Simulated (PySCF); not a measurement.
Identify the unknown among the candidates.

| technique | computed result |
| --- | --- |
| 1H NMR | chemical shifts (computed TMS as zero) by class: 7.09 (1 H), 7.05 (1 H), 6.56 (1 H), 3.03 (1 H) ppm [GIAO PBE0/pcSseg-1] |
| Triplet | lowest triplet excitation (Tamm–Dancoff): 3.15 eV [TDA CAM-B3LYP/def2-SVPD] |
| 13C NMR | chemical shifts (computed TMS as zero) by class: 178.0 (1 C), 170.4 (1 C), 148.5 (1 C), 148.1 (1 C), 93.3 (1 C), 85.8 (1 C) ppm [GIAO PBE0/pcSseg-1] |
| Rotational structure | rotational constants A, B, C: 2.256, 1.584, 1.035 GHz [GFN2-xTB] |
| UV, strongest line | among the 8 lowest singlet transitions: S4 at 5.55 eV (223 nm, f = 0.158) [TDDFT CAM-B3LYP/def2-SVPD] |
| Dipole | 2.03 D [CAM-B3LYP/def2-SVPD] |

The electronic properties come from PySCF, for the isolated species, density fitting. Levels stand in brackets. Geometry: GFN2-xTB, one conformer, isolated molecule. Each NMR value is the plain mean over a class of atoms that symmetry, rotation or inversion makes alike.

Question: Which candidate is it?
A. `C#CC(=O)C(=C)C(=O)O`
B. `C1C[C@@H](C2CC2)CO1`
C. `O=Cc1cc(=O)cco1`
D. `CCn1nncc1C=O`

Answer: A. It is `C#CC(=O)C(=C)C(=O)O`. Numbering: `[CH:1]#[C:2][C:3](=[O:4])[C:5](=[CH2:6])[C:7](=[O:8])[OH:9]`. Its formula, C6H4O3, gives 5 degrees of unsaturation: 0 rings and 5 π bonds in the structure found. 6 carbons fall into 6 classes; from least to most shielded: ketone carbonyl carbon [C3] (178.0 ppm), carboxylic acid carbon [C7] (170.4 ppm), fully substituted alkene carbon [C5] (148.5 ppm), terminal =CH2 carbon [C6] (148.1 ppm), terminal alkyne carbon [C1] (93.3 ppm), alkyne carbon [C2] (85.8 ppm). Hydrogen classes from least to most shielded: 1 H on a terminal =CH2 carbon, C6 (7.09 ppm), 1 H on a terminal =CH2 carbon, C6 (7.05 ppm), 1 H on an acid hydroxyl oxygen, O9 (6.56 ppm), 1 H on a terminal alkyne carbon, C1 (3.03 ppm). The optimised geometry has point group C1 and is an asymmetric top.

The others, at the same levels:
- `O=Cc1cc(=O)cco1` fails: its computed 13C shifts are 192.2 (1 C), 177.8 (1 C), 161.7 (1 C), 159.6 (1 C), 129.2 (1 C), 126.3 (1 C) ppm, 1H shifts are 9.96 (1 H), 7.84 (1 H), 7.17 (1 H), 6.59 (1 H) ppm and rotational constant A is 3.140 GHz (against 2.256 GHz).
- `C1C[C@@H](C2CC2)CO1` fails: it has 12 hydrogens where the 1H data count 4; its computed 13C shifts are 78.0 (1 C), 71.5 (1 C), 49.5 (1 C), 34.8 (1 C), 21.6 (1 C), 7.7 (1 C), 6.3 (1 C) ppm, 1H shifts are 4.35 (1 H), 4.10 (1 H), 3.66 (1 H), 3.62 (1 H), 2.01 (1 H), 1.80 (1 H), 1.00 (1 H), 0.85 (1 H), 0.50 (1 H), 0.50 (1 H), 0.12 (1 H), 0.07 (1 H) ppm and rotational constant A is 4.569 GHz (against 2.256 GHz).
- `CCn1nncc1C=O` fails: it has 7 hydrogens where the 1H data count 4; its computed 13C shifts are 183.8 (1 C), 147.0 (1 C), 140.0 (1 C), 46.8 (1 C), 19.3 (1 C) ppm, 1H shifts are 10.35 (1 H), 8.20 (1 H), 4.91 (2 H), 1.47 (3 H) ppm and lowest triplet excitation (Tamm–Dancoff) is 3.46 eV (against 3.15 eV).

Each candidate is one conformer, not necessarily the lowest. Dipoles, sizes and rotational constants follow the conformer. The torsions of the flexible species, by atom-mapped SMILES:
- `[CH:1]#[C:2][C:3](=[O:4])[C:5](=[CH2:6])[C:7](=[O:8])[OH:9]`: C2–C3–C5–C6 -153°, C3–C5–C7–O8 -152°, H–O9–C7–C5 179°
- `[O:1]=[CH:2][c:3]1[cH:4][c:5](=[O:6])[cH:7][cH:8][o:9]1`: O1–C2–C3–C4 0°
- `[CH3:1][CH2:2][n:3]1[n:4][n:5][cH:6][c:7]1[CH:8]=[O:9]`: C1–C2–N3–N4 -96°, C6–C7–C8–O9 178°

The conformers of `C1C[C@@H](C2CC2)CO1` aren't listed.
